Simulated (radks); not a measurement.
Values are calculated unless marked as measured or tabulated.
Excited configurations of Nd+: one electron is placed in a higher orbital outside [Xe] 4f4. The ground configuration is [Xe] 4f4 6s1. Code: a radial shooting solver on a logarithmic mesh with Libxc functionals. Model: scalar-relativistic Kohn-Sham, BLYP, spin-polarised, spherical densities, point nucleus; open shells are filled with parallel spins first (spin-orbit coupling, left out, can overturn this in heavy ions). Excitation = E - E(ground); binding = E(ion) - E, where the ion is the core of charge +2; n* = 2/sqrt(2 binding) in atomic units, and the quantum defect is n - n*.

| outer orbital | excitation (eV) | binding (eV) | n* | eigenvalue (eV) | <r> (bohr) |
|---|---|---|---|---|---|
| 5d | 1.119 | 9.953 | 2.338 | -6.380 | 2.997 |
| 5f | 7.583 | 3.489 | 3.949 | -2.442 | 8.601 |
| 7s | 5.666 | 5.406 | 3.173 | -4.273 | 7.913 |
| 7p | 6.705 | 4.368 | 3.530 | -3.392 | 9.356 |
| 7d | 8.138 | 2.934 | 4.307 | -2.256 | 13.10 |

The Delta-SCF ionisation energy is 11.072 eV (NIST Atomic Spectra Database: 10.78 eV, semi-empirical). Self-interaction in the functional shifts the binding energies and quantum defects, so they are the method's values and not measured ones. Open shells are spherical and high-spin; term and fine-structure splittings are not resolved. Spin-orbit splitting is averaged out at the scalar-relativistic level.
